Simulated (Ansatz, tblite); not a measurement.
Spin states of Al2Ru⁻ (the lowest doublet isomer of a short search), each relaxed with B3LYP-D4/def2-TZVPD in Ansatz. Electronic energies in the gas phase.

In the def2 sets Ru takes a core potential; there is no spin–orbit coupling. The xTB rows come from tblite. Correlated methods freeze 10 core orbitals; core or outer-core shells of Ru are correlated, in sets that lack core-valence functions. The structure comes from a short search, and lower isomers may exist.

Doublet geometry (C2v within 0.1 Å):

Cartesian coordinates in Å:
```
Ru -0.8953 0.4727 0.6505
Al 1.3684 0.1722 0.6453
Al -0.4731 -0.6449 -1.2957
```

Quartet geometry (C2v within 0.1 Å):

```
atom    x (Å)    y (Å)    z (Å)
 Ru1   0.6503   0.0682   1.1221
 Al2   0.6300   0.6827  -1.1581
 Al3  -1.2803  -0.7509   0.0361
```

Run but left out: HF/def2-TZVPD, HF/def2-TZVPPD, r2SCANh-D4/def2-TZVPD, LC-ωPBE/def2-TZVPD, MP2/def2-TZVPD, MP2/def2-TZVPPD, CCSD/def2-TZVPPD, CCSD(T)/def2-TZVPPD (doublet: ⟨S²⟩ 1.06 to 2.83, where a pure state has 0.75).

Only these spin states were relaxed. Higher spins weren't run and may lie lower.

| level | quartet − doublet (kcal/mol) | lowest of these | remarks |
| --- | --- | --- | --- |
| GFN1-xTB | 12.6 | doublet | – |
| GFN2-xTB | 5.5 | doublet | – |
| PBE-D4/def2-TZVPD | 20.0 | doublet | HOMO above zero (doublet), HOMO above zero (quartet) |
| r2SCAN-D4/def2-TZVPD | 14.2 | doublet | HOMO above zero (doublet), HOMO above zero (quartet), spin-contaminated (⟨S²⟩ 0.94) (doublet), spin-contaminated (⟨S²⟩ 3.96) (quartet) |
| PBE0-D4/def2-TZVPD | 13.5 | doublet | HOMO above zero (quartet), spin-contaminated (⟨S²⟩ 0.96) (doublet), spin-contaminated (⟨S²⟩ 3.93) (quartet) |
| CAM-B3LYP-D4/def2-TZVPD | 14.6 | doublet | spin-contaminated (⟨S²⟩ 0.94) (doublet), spin-contaminated (⟨S²⟩ 3.93) (quartet) |
| ωB97M-V/def2-TZVPD | 14.2 | doublet | spin-contaminated (⟨S²⟩ 0.86) (doublet) |
| RPA@PBE/def2-TZVPD | 16.9 | doublet | – |

```csv
state,donor atoms,mean metal–ligand distance (Å),range (Å),Mulliken spin on the metal (PBE0)
doublet,2,2.284,2.28–2.28,1.92
quartet,2,2.362,2.36–2.36,3.14
```

⟨S²⟩ at PBE0-D4/def2-TZVPD: doublet 0.96 (pure 0.75), quartet 3.93 (pure 3.75).

Change of the quartet − doublet gap on mixing in exact exchange, in kcal/mol: PBE to PBE0 (25 % exact exchange) -6.5.

The xTB methods have no spin-polarisation term.
